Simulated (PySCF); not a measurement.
# How methods differ on the ionisation energy of Sn⁴⁹⁺

Sn⁴⁹⁺ 1s1 (2S) → Sn⁵⁰⁺ (bare nucleus), as a difference of total energies. Computed with PySCF 2.14 in an even-tempered Gaussian basis (17 s from 98 bohr⁻², ratio 2.2; 7 p from 150 bohr⁻², ratio 2.4; 4 d from 440 bohr⁻², ratio 2.4; 3 f from 670 bohr⁻², ratio 2.4; 3 g from 1000 bohr⁻², ratio 2.4), with scalar relativity by spin-free X2C-1e. The calculations carry no spin-orbit coupling.

| method | ionisation energy (eV) |
| --- | --- |
| UHF | 35226.6 |
| LDA | 35165.2 |
| PBE | 35222.0 |
| PBE0 | 35223.2 |
| r2SCAN | 35228.8 |
| TPSS | 35228.7 |
| r2SCANh | 35228.6 |

For one electron Hartree-Fock is exact for this Hamiltonian up to the basis; QED and nuclear recoil make up the gap, and the density functionals add self-interaction.

For comparison: 35192.5 eV (theoretical estimate listed by NIST; NIST Atomic Spectra Database, ionization energies).
